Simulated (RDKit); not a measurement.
Input file for RDKit: MMFF94 on C2H4ClN (a complex), monomers drawn apart or pushed together.

```python
from rdkit import Chem
from rdkit.Chem import AllChem, rdDetermineBonds

blocks = [
'''5

C     0.54166539   -0.45954345    1.10028371
Cl   -1.00396213    0.40608183    1.41868456
H     0.30404854   -1.39275859    0.59959812
H     1.15361952    0.17352821    0.46564768
H     1.02877986   -0.64237881    2.05279912
''',
'''3

C    -0.06201248    0.13335576    4.35913304
N     0.94667371   -0.40665693    4.43052415
H    -0.99958548    0.63340398    4.26970452
''',
]
mol = None
for b in blocks:
    f = Chem.MolFromXYZBlock(b)
    rdDetermineBonds.DetermineBonds(f, charge=0)
    mol = f if mol is None else Chem.CombineMols(mol, f)
Chem.SanitizeMol(mol)
print(Chem.MolToSmiles(Chem.RemoveHs(mol)))
ff = AllChem.MMFFGetMoleculeForceField(mol, AllChem.MMFFGetMoleculeProperties(mol), nonBondedThresh=100.0, ignoreInterfragInteractions=False)
e = ff.CalcEnergy()
print(f'MMFF94 energy {e:.6f} kcal/mol')
```

It printed:

```
C#N.CCl
MMFF94 energy 2.050287 kcal/mol
```

The run finished.

Cost: about 0.04 core-seconds (a rough figure).
